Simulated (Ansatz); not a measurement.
```xyz
2

Ni    0.0000    0.0000    0.0000
H     0.0000    0.0000    2.1807
```

Basis set: pcseg-2 (spherical functions). Charge 0, multiplicity 2.

Computed with Ansatz (development build ahead of 0.2.0); each method stands on the lowest determinant of its kind that the runs found.

Problem. Give the atomization energy at this shape (free ground-state atoms in the same class of orbitals less the molecule, no zero-point energy) of doublet NiH by PBE (unrestricted), PBE0 (unrestricted), UHF.

Solution.

| method | atomization energy |
| --- | --- |
| PBE (unrestricted) | 35.46 kcal/mol |
| PBE0 (unrestricted) | 31.29 kcal/mol |
| UHF | 8.79 kcal/mol |

Caution: other spin multiplicities were not run; the shape is not the minimum. Caution for UHF: the unrestricted determinant is a mixture of spin states.
